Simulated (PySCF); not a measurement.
C2H9BGeS.
Numbering: `[CH3:1][S:2][BH:3][GeH2:4][CH3:5]` (hydrogens: H6, H7, H8 on C1; H9 on B3; H10, H11 on Ge4; H12, H13, H14 on C5)

Geometry (PBE0-D3(BJ)/def2-SVP, Å), atoms numbered from 1 in this order:
```
atom  x, y, z in Å
C1     2.0240    0.7395   -0.8901
S2     2.2579   -0.2820    0.5942
B3     0.7505   -1.1399    0.8768
Ge4   -0.9689   -0.9616   -0.2514
C5    -1.9326    0.6857    0.2204
H6     1.7486    0.1169   -1.7514
H7     1.2492    1.4989   -0.7205
H8     2.9781    1.2423   -1.0954
H9     0.8080   -1.8430    1.8576
H10   -0.6546   -0.9055   -1.7672
H11   -1.9116   -2.1651   -0.0323
H12   -2.2424    0.6562    1.2748
H13   -2.8281    0.7963   -0.4074
H14   -1.2897    1.5657    0.0736
```

Computed with PBE0-D3(BJ)/def2-SVP geometry optimisation, gas phase (PySCF 2.14.0).

Take the most abundant isotopes and a rigid rotor. The values belong to one conformer with, in the numbering `[CH3:1][S:2][BH:3][GeH2:4][CH3:5]`, C1–S2–B3–Ge4 -2°, S2–B3–Ge4–C5 -78°.

What are A, B and C (MHz)?

Ia = 113.21, Ib = 414.54, Ic = 451.83 u·Å²; 505379 MHz·u·Å²/I gives A = 4464, B = 1219, C = 1119 MHz.

What kind of rotor is it?

A near-prolate asymmetric top; Ray's κ = -0.940.

Is it planar, by Δ = Ic − Ia − Ib?

Not planar: Δ = Ic − Ia − Ib = -75.91 u·Å². For a rigid frame Δ = −2 Σ m c², so Σ m c² = 37.95 u·Å² lies off the ab plane: 12.60 from hydrogen and 25.35 from heavier atoms. The atom farthest from that plane is 1.97 Å away.

Where do the levels up to J = 2 lie, in K?

Above 0(0,0), as E/k:
J = 1: 1(0,1) 0.112, 1(1,1) 0.268, 1(1,0) 0.273
J = 2: 2(0,2) 0.336, 2(1,2) 0.487, 2(1,1) 0.502, 2(2,1) 0.969, 2(2,0) 0.969
Those of J = 1 are B + C, A + C and A + B.

Which types of transition are allowed, and where do some lines up to J = 3 fall?

The dipole components are |μa| = 0.27 D, |μb| = 1.73 D, |μc| = 0.23 D. The squared components, which scale the intensities, stand as 0.02 : 1.00 : 0.02 (a : b : c). Some of the stronger lines:

```
type  branch         J(Ka,Kc)    MHz  lower level (cm⁻¹)
   a       Q  3(1,2) ← 3(1,3)    604               0.568
   b       R  2(0,2) ← 1(1,1)   1428               0.186
   a       R  1(0,1) ← 0(0,0)   2338               0.000
   c       Q  3(1,3) ← 3(0,3)   3004               0.467
   b       Q  1(1,0) ← 1(0,1)   3346               0.078
   b       Q  2(1,1) ← 2(0,2)   3449               0.234
   b       Q  3(1,2) ← 3(0,3)   3607               0.467
   b       R  3(0,3) ← 2(1,2)   3857               0.339
   b       R  1(1,1) ← 0(0,0)   5583               0.000
   a       R  3(1,3) ← 2(1,2)   6861               0.339
   a       R  3(2,2) ← 2(2,1)   7013               0.674
   a       R  3(2,1) ← 2(2,0)   7022               0.674
   a       R  3(1,2) ← 2(1,1)   7162               0.349
   b       R  2(1,2) ← 1(0,1)   7820               0.078
   b       Q  3(2,1) ← 3(1,2)   9597               0.588
   b       Q  2(2,0) ← 2(1,1)   9738               0.349
   b       R  3(1,3) ← 2(0,2)  10007               0.234
   b       Q  2(2,1) ← 2(1,2)  10037               0.339
   b       Q  3(2,2) ← 3(1,3)  10190               0.568
   b       R  2(2,1) ← 1(1,0)  14511               0.190
   b       R  2(2,0) ← 1(1,1)  14614               0.186
   b       Q  3(3,0) ← 3(2,1)  16467               0.908
   b       Q  3(3,1) ← 3(2,2)  16479               0.908
   b       R  3(2,2) ← 2(1,1)  16748               0.349
   b       R  3(2,1) ← 2(1,2)  17062               0.339
   b       R  3(3,1) ← 2(2,0)  23489               0.674
   c       R  3(3,0) ← 2(2,0)  23489               0.674
   b       R  3(3,0) ← 2(2,1)  23492               0.674
```

Estimate the classical rotational partition function at 10 K, 50 K and 298.15 K.

Point group C1, symmetry number σ = 1; q = (√π/σ)·√((kT/h)³/(ABC)), k/h = 20836.6 MHz/K: 2160 at 10 K, 24200 at 50 K, 352000 at 298.15 K.

No PBE0-D3(BJ)/def2-SVP frequencies stand behind this structure, so it isn't proved a minimum. Constants of a rigid frame at the computed geometry: no zero-point averaging, no centrifugal distortion. A rigid rotor knows nothing of internal rotation, which can split or shift real lines. Quadrupole hyperfine structure (11B) is left out.

Time: 65 s wall; peak memory 0.53 GiB. Hardware: one thread, Arm Neoverse V1 (aarch64), on a shared host. This is the geometry optimisation.
